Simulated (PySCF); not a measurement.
Spinor energies of Ti(3+) (titanium, charge +3)

Start: [Ar] 3d1; 3d3/2 filled at m_j = +3/2. Calculated with PySCF 2.14 in x2c-TZVPall-2c (6s7p4d1f, 54 functions): generalised Hartree-Fock with the X2C-1e Hamiltonian and a Gaussian nucleus; one run each with spin-orbit coupling (SO) switched off, then screened by Boettger's factors.

```csv
spinor shell,electrons,"ε, spin-free (eV)","ε, screened SO (eV)",weight of nominal j (screened SO),"rms radius, screened SO (bohr)"
1s1/2,2,-5051.5,-5051.5,1.000,0.0804
2s1/2,2,-623.44,-623.42,1.000,0.350
2p1/2,2,-519.13,-523.34,1.000,0.319
2p3/2,4,-519.13,-517.02,1.000,0.321
3s1/2,2,-111.63,-111.62,1.000,1.06
3p1/2,2,-81.048,-82.396,0.897,1.14
3d3/2,1,-43.220,-43.249,0.974,1.39
```

Problem. Where does 3p3/2 lie, and what is the 3p spin-orbit splitting (screened SO)?

Solution. At -80.366 eV, 2.031 eV above 3p1/2.

```csv
quantity,spin-free,screened SO
E (hartree),-851.07596,-851.08343
M_J,3/2,3/2
⟨J²⟩,4.193,3.880
⟨L²⟩,6.005,6.005
⟨S²⟩,0.751,0.752
```

Each row is a mean over spinors that exchange with the open shell spreads, by up to 4.663 eV (3p1/2).

Rows whose weight is well below 1 are mixtures of j = l ± 1/2: exchange outweighs spin-orbit coupling there, and the label is only the starting occupation.

⟨J²⟩ departs a little from M_J(M_J + 1) because the unrestricted spinors polarise the closed shells.

Without spin-orbit coupling the j labels of p, d and f shells carry no meaning; the spin-free column gives the mean over the occupied spinors of each nl shell, and its ⟨J²⟩ belongs to a mixture of degenerate components.
